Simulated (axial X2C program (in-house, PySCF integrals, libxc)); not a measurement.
BeRh: bond constants with and without spin–orbit coupling

Computed with an axial X2C code built on PySCF integrals. Spin-free means the one-electron spin-free X2C Hamiltonian; two-component (2c) means X2C with spin–orbit coupling and atomic mean-field two-electron Coulomb and Gaunt terms, so the difference of the two also holds small scalar two-electron terms. Basis: Rh dyall-cv3z [12s12p8d5f3g], Be dyall-cv3z [8s8p3d1f] (cores contracted in-house); Gaussian nuclei, density fitting, unrestricted open shells. Masses: Rh 102.906 u, Be 9.012 u.

Input:
```json
{
 "zs": [
  45,
  4
 ],
 "q": 0,
 "bas": [
  "dyall-cv3z",
  "dyall-cv3z"
 ],
 "levels": [
  "PBE0",
  "HF",
  "PW91"
 ],
 "cc": true,
 "r0": 2.27,
 "thr": -2.0,
 "nmax": 90,
 "npts": 10,
 "nst": 2,
 "ntry": 6
}
```
```bash
python so2c.py task.json out
```

Keys: zs atomic numbers; q charge; bas basis sets; levels methods; cc coupled cluster on or off; r0 starting distance in Å; thr threshold in hartree for freezing inner shells (an s shell follows its p shell); nmax most natural virtual spinors; npts points on the curve; nst determinants followed; ntry starts of the search. HF also brings MP2.

State, spin-free: M_S = 1/2, Λ = 2 (beyond evenly filled blocks: δ+α, δ+β, δ-α); electrons by block: σα: 11, σβ: 11, π+α: 5, π+β: 5, π-α: 5, π-β: 5, δ+α: 2, δ+β: 2, δ-α: 2, δ-β: 1. Fragments: Rh + Be.

State, 2c: Ω = 5/2 (⟨Sz⟩ = 0.50, ⟨Lz⟩ = 2.00 at PBE0); electrons by block: 1/2: 16, -1/2: 16, 3/2: 7, -3/2: 7, 5/2: 2, -5/2: 1. Fragments: Rh + Be.

| Hamiltonian | level | Re (Å) | ωe (cm⁻¹) | ωexe (cm⁻¹) | αe (cm⁻¹) | De (eV) | D0 (eV) | k (mdyn/Å) | μ (D) |
| --- | --- | --- | --- | --- | --- | --- | --- | --- | --- |
| spin-free | PBE0 | 1.906 | 660.0 | 4.67 | 0.00545 | 2.44 | 2.40 | 2.13 | -1.09 |
| spin-free | PW91 | 1.907 | 674.6 | 4.28 | 0.00507 | 3.04 | 3.00 | 2.22 | -0.70 |
| 2c | PBE0 | 1.906 | 659.7 | 4.67 | 0.00547 | n/a | n/a | 2.12 | -1.10 |
| 2c | PW91 | 1.907 | 674.2 | 4.28 | 0.00509 | n/a | n/a | 2.22 | -0.71 |

Dipoles are positive if Be is the positive end.

The state is a single determinant with fixed occupations, the lowest that a limited PBE0 search found. Dissociation energies refer to the lowest single-determinant-based atoms at the same level and basis. De is not given where an atomic determinant may have missed its ground term or J level, or where the truncated virtual space spoils (T). Density functionals use the spin component along the axis (collinear). PBE0 can misorder states that lie within some tenths of an eV, so this need not be the ground state of the molecule. The nearest other spin-free determinant of the search, M_S = 1/2, Λ = 0, lies 0.50 eV up at the distance of the search. The functionals have no current-density term, which raises determinants with orbital currents, atoms included. The determinant is spin-polarised beyond a pure state at some levels (its spin-free form has ⟨S²⟩ too high), which makes Re and μ there less reliable.

No reliable constants came from CCSD (2c), CCSD (spin-free), CCSD(T) (2c), CCSD(T) (spin-free), HF (2c), HF (spin-free), MP2 (2c), MP2 (spin-free): no minimum in range, unconverged points, a curve that is not smooth, a change of character along it, or the two Hamiltonians disagreeing along it.

Rough cost a point (2c) on 1 thread(s) of a shared host, integrals apart: PBE0 0.8 s, PW91 0.5 s.

The whole task took 3 min on 1 thread of Intel(R) Xeon(R) 6975P-C (Granite Rapids), with other jobs on the host.
